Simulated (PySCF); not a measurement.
Ge(H)(OMe) (CH4GeO), SMILES C[O][GeH] (connectivity only; charge and spin as stated), neutral, multiplicity 1. Atoms are numbered in the order given.

```xyz
7

Ge    -0.0121     0.8078     0.0000
H     -1.5792     0.4325     0.0000
O      0.5667    -0.8667     0.0000
C     -0.2192    -2.0439     0.0000
H      0.0189    -2.6371     0.8878
H      0.0189    -2.6371    -0.8878
H     -1.2900    -1.8113     0.0000
```

The structure is a stationary point at ωB97X-D3(BJ)/def2-TZVP.

Calculation: ωB97X-D3(BJ)/def2-TZVP in PySCF 2.14.0.

Frequencies are harmonic and unscaled.

Give all harmonic wavenumbers and intensities. (An estimate is asked for; the answer gives what the named calculation found.)


```csv
mode,ν (cm⁻¹),IR (km/mol),moving atoms (share of kinetic energy)
1,120,2.2,"H 81 %, O 17 %"
2,299,4.7,"C 33 %, O 32 %, H 24 %, Ge 11 %"
3,327,6.8,"H 83 %, O 12 %"
4,625,87.1,"O 53 %, Ge 22 %, C 16 %, H 10 %"
5,820,54.4,H 93 %
6,1127,215.9,"O 52 %, C 41 %"
7,1184,3.1,"H 78 %, C 18 %"
8,1202,10.2,"H 71 %, C 19 %, O 10 %"
9,1480,11.3,"H 88 %, C 11 %"
10,1502,2.4,H 96 %
11,1509,7.8,H 96 %
12,1862,432.4,H 99 %
13,3032,61.2,H 98 %
14,3107,31.0,"H 90 %, C 10 %"
15,3115,32.7,"H 90 %, C 10 %"
```
